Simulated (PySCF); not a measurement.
Computed data (PySCF 2.14.0 with density-fitted response routines): GFN2-xTB geometry, GIAO PBE0/pcSseg-1 shieldings. One computed conformer, non-relativistic, fast rotation and ring inversion assumed for equivalent nuclei, gas phase.

Shifts are taken against calculated references (same method and geometry level): ¹H and ¹³C against TMS. Acid and N–H amide carbonyl carbons lie up to 10 ppm further downfield in solution (hydrogen bonding). Shifts are as computed. Against solution values, carbons near 30 ppm lie about +3 ppm off and those near 130 ppm about +5 ppm; carbons on Cl a further +6 ppm. Of 1211 compounds with measured shifts, 218 miss one by over three times the rms of a fit or turn the order of signals round; such compounds aren't used in these exercises. Carbons bonded to Cl come out too deshielded. OH and NH positions are gas-phase values without hydrogen bonding to other molecules.

Question: Order these molecules by the shift of their most deshielded carbon, lowest δ first.
A. O=C(O)C=C(F)F
B. C=C(Cl)OCOC=O
C. NNC1CC1
D. CC(C)(C)/C(C#N)=C(/F)C#N

Answer: C (40.7 ppm, three-membered-ring carbon), D (149.3 ppm, fully substituted alkene carbon), B (164.9 ppm, ester carbonyl carbon), A (176.7 ppm, β carbon of a C=C–C=O unit).

Question: Order these molecules by the shift of their most shielded carbon, lowest δ first.
A. NNC1CC1
B. CC(C)(C)/C(C#N)=C(/F)C#N
C. C=C(Cl)OCOC=O
D. O=C(O)C=C(F)F

Answer: A (5.8 ppm, three-membered-ring carbon), B (31.0 ppm, methyl carbon), D (80.2 ppm, α carbon of a C=C–C=O unit), C (86.3 ppm, sp3 carbon bearing two oxygens).

Question: How many ¹³C and ¹H signals does each give (equivalence by symmetry and fast rotation, but not about amide C–N or C=N bonds)? `CC(C)(C)/C(C#N)=C(/F)C#N`, `O=C(O)C=C(F)F`, `NNC1CC1`, `C=C(Cl)OCOC=O`

Answer: CC(C)(C)/C(C#N)=C(/F)C#N: 6 C, 1 H; O=C(O)C=C(F)F: 3 C, 2 H; NNC1CC1: 2 C, 5 H; C=C(Cl)OCOC=O: 4 C, 4 H.
